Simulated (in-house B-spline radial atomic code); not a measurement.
RPA and G0W0 on PBE0: P8+

Configuration [He] 2s2 2p3, highest spin, mean-field start PBE0. Computed with an all-electron radial atomic-structure program (B-spline basis): all electrons, scalar-relativistic (spin-free one-electron X2C), finite nucleus, each spin shell either full or empty, empty states to l = 9 with an (l + 1/2)⁻⁴ tail; G0W0 by contour deformation at full frequency.

Command:
```bash
python run_gw.py task.json out
```
Settings (radii: box in bohr, nucleus in fm):
```
Z                        15
electrons                7
configuration            [He] 2s2 2p3
hamiltonian              x2c
method                   pbe0
lmax                     9
rms_radius               3.1889
spin_polarised           True
box_radius               7.7
intervals                67
```

Time taken, with all properties: 1.9 s on 1 thread of Arm Neoverse N1, on a shared host.

Energies (hartree):

```tsv
term	value
mean-field total	-306.28583
Hartree-Fock functional on these orbitals	-306.19161
direct second order	-0.42216
second-order exchange	0.20401
SOSEX correction	0.18673
```

(1) What is the RPA correlation energy, and what remains with SOSEX?

Quasi-particle levels (eV):

| level | occupied | mean field | Σx - vxc | Σc | QP weight | G0W0 |
| --- | --- | --- | --- | --- | --- | --- |
| 2p up | yes | -354.76 | -19.82 | ? | ? | ? |
| 2s down | yes | -379.59 | -12.04 | -3.29 | 0.978 | -394.92 |
| 1s down | yes | -2367.49 | -71.31 | 14.86 | 0.953 | -2423.94 |
| 2p down | no | -325.41 | 20.12 | -4.12 | 0.984 | -309.40 |

G0W0 = mean field + (Σx - vxc) + Σc, with Σc (partial-wave tail included) taken at the quasi-particle energy. Levels of low weight are left out.

(2) Where does G0W0 put 2p up?

Results:

(1) RPA gives -0.38563 hartree (-1.5 eV per electron); RPA + SOSEX gives -0.1989, and the second-order doubles -0.21815 hartree (no singles). SOSEX takes back 48 % of the RPA value.

(2) At -372.89 eV, with Σc = 1.69 eV and a quasi-particle weight of 0.978. The tabulated removal energy is 372.31 ± 0.21 eV (NIST, semi-empirical); the calculation leaves out spin-orbit coupling, Breit and QED terms, and what these don't explain is the method's own error.
